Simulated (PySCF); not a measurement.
A run for PySCF: R-HF/STO-3G on CH5N (SMILES CN).

```python
from pyscf import gto, scf, dft, mp
from pyscf.data.elements import chemcore

mol = gto.M(
    atom='''
    C     0.69705742    0.26928960    3.76714946
    N    -0.61893508   -0.28462421    3.45847672
    H     1.24621761   -0.43784802    4.39065678
    H     0.57333789    1.18474933    4.34766621
    H     1.32082599    0.50485065    2.89438380
    H    -0.54247203   -1.15035683    2.93947760
    H    -1.16766660    0.35707027    2.90004961
    ''',
    basis='sto-3g',
    charge=0, spin=0, verbose=3, max_memory=1800)
mf = scf.RHF(mol)
mf.conv_tol = 1e-8
mf.max_cycle = 100
mf.kernel()
if not mf.converged:
    mf = mf.newton().run(mf.mo_coeff, mf.mo_occ)
```

Q: Predict the final total energy.

A: -94.0309 hartree.
